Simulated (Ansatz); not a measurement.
```yaml
crystal:
  periodic: [false, false, false]
  atoms:
    - {symbol: C, position_ang: [-0.440687, 1.056170, -0.446370]}
    - {symbol: Si, position_ang: [-0.199511, -0.687839, 0.484172]}
    - {symbol: S, position_ang: [1.932329, -1.122586, 0.994827]}
    - {symbol: Br, position_ang: [-0.912351, -2.185314, -0.961882]}
    - {symbol: H, position_ang: [-1.516386, 1.070344, -0.847192]}
    - {symbol: H, position_ang: [-0.217053, 1.828802, 0.323194]}
    - {symbol: H, position_ang: [0.121671, 0.979392, -1.280703]}
    - {symbol: H, position_ang: [-0.956672, -0.945297, 1.611688]}
    - {symbol: H, position_ang: [2.279616, -0.555003, -0.303528]}
basis:
  gaussian: {orbitals: def2-TZVPD}
magnetization: {spin_polarized: true, initial_magnetization: 2}
hamiltonian: {xc: {name: rPW86-PBE}, dispersion: d3bj, pseudopotentials: {relativity: none}}
output: {forces: true}
```

```sh
$ ansatz run in.yaml --threads 4 --pin off --events-out ev --progress --plain --max-ram 10444MiB
```

It prints (some lines left out):

```
Functional definition: rPW86-PBE
1417 factors; their error is unknown
mean field evaluation 1: about -89905.4033 eV, gradient 5.2e1 eV
mean field evaluation 2: about -89856.4941 eV, gradient 8.9e1 eV
mean field evaluation 4: about -89909.6756 eV, gradient 3.2e1 eV
mean field evaluation 8: about -89919.3397 eV, gradient 1.8e0 eV
mean field evaluation 16: about -89919.3359 eV, gradient 8.5e-3 eV
mean field -89919.33585149 eV, -3304.4746430272 hartree, gradient 1.6e-5 eV, S^2 2.005156; 8 other end points of the search recorded, 0 dependent functions left out
reference -89919.33601665 eV, -3304.4746490969 hartree; 39, 37 occupied and 189, 191 virtual orbitals, 1417 factors
Total energy: -89919.59427265 eV, -3304.4841398299 hartree
Atom 0 at    -0.440687     1.056170    -0.446370 Å, force    -3.131035    -1.127736     3.416407 eV/Å
Atom 1 at    -0.199511    -0.687839     0.484172 Å, force     0.929382     1.953567    -1.964555 eV/Å
Atom 2 at     1.932329    -1.122586     0.994827 Å, force    -0.684933    -0.966741     2.116506 eV/Å
Atom 3 at    -0.912351    -2.185314    -0.961882 Å, force    -0.080631    -0.980877    -0.773072 eV/Å
Atom 4 at    -1.516386     1.070344    -0.847192 Å, force     1.135321     0.136162     0.990833 eV/Å
Atom 5 at    -0.217053     1.828802     0.323194 Å, force    -0.102266    -0.047436    -0.986717 eV/Å
Atom 6 at     0.121671     0.979392    -1.280703 Å, force     2.512140     0.311440    -2.594065 eV/Å
Atom 7 at    -0.956672    -0.945297     1.611688 Å, force    -1.067880    -0.186704     1.992310 eV/Å
Atom 8 at     2.279616    -0.555003    -0.303528 Å, force     0.489902     0.908324    -2.197647 eV/Å
Dipole moment:    -0.248912     0.271291     0.107453 e Å
```

Run time 30 s (4 threads of an Arm Neoverse V2 on a shared host); peak host memory 0.69 GiB.
